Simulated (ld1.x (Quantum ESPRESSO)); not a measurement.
Before and after: TM potential for O (Z = 8)

* Element: oxygen (O)
* Generator: ld1.x (Quantum ESPRESSO) 7.5
* Type: norm-conserving Troullier–Martins (Kleinman–Bylander form)
* Functional: PBE
* Relativity: scalar-relativistic
* Frozen core: [He]
* Valence charge: 6
* Reference configuration: 2s2 2p4
* Partial waves: 2s (bound): rc 0.95 bohr; 2p (bound): rc 1.45 bohr
* Local potential: the p channel
* Core correction: none

All-electron outer shells of the reference configuration (PBE, scalar-relativistic, ld1.x):

```tsv
shell	level (eV)	outermost node (bohr)	outermost maximum (bohr)
1s	-514.70	–	0.13
2s	-23.96	0.28	0.87
2p	-9.03	–	0.82
```

Change: wave 2s (bound): rc 0.95 bohr becomes 2s (bound): rc 1.40 bohr.

Cutoffs: the cutoffs (Ry, on a coarse ladder) from which the occupation-weighted sum of valence levels, in a spherical-Bessel basis at the reference potential, stays within 10 and 1 mRy of its value at 400 Ry; they do not see the model core or the augmentation charge, which bear on the density cutoff. Errors are all-electron minus pseudo energies relative to the spin-unpolarised reference configuration.

Q: Predict the effect on cutoff, ghosts and configuration errors.

A: The potential gets softer (70 Ry and 160 Ry → 60 Ry and 100 Ry); of the 7 tests that both files solve, the error grows in 4 and shrinks in 1 by more than 15 % and 0.3 meV (median size 13.3 → 37.2 meV); neither file shows a bound ghost. A larger radius leaves more room for a smooth pseudo-wave, so fewer plane waves are needed.

```csv
quantity,base,changed
"cutoff, loose",70 Ry,60 Ry
"cutoff, tight",160 Ry,100 Ry
loose cutoff by channel (10 mRy a level),"s 55 Ry, p 55 Ry","s 15 Ry, p 55 Ry"
bound ghosts,none,none
"error for 2s2 2p3, meV [ΔE 16.43 eV]",-2.9,+6.6
"error for 2s2 2p2, meV [ΔE 50.02 eV]",+79,+143
"error for 2s2 2p1, meV [ΔE 103.89 eV]",+555,+764
"error for 2s1 2p4, meV [ΔE 31.66 eV]",-50,-56
"error for 2s1 2p5, meV [ΔE 14.95 eV]",+13,+37
"error for 2s2 2p3.5, meV [ΔE 6.29 eV]",-2.2,-0.5
"error for 2s2 2p4.3, meV [ΔE -2.12 eV]",-0.6,-0.3
s: phases at 1.59 bohr within 0.05 rad from the reference energy up to (Ry; the scan ends near 5),4.4,to the end of the scan
p: phases at 1.59 bohr within 0.05 rad from the reference energy up to (Ry; the scan ends near 5),3.2,3.2
```
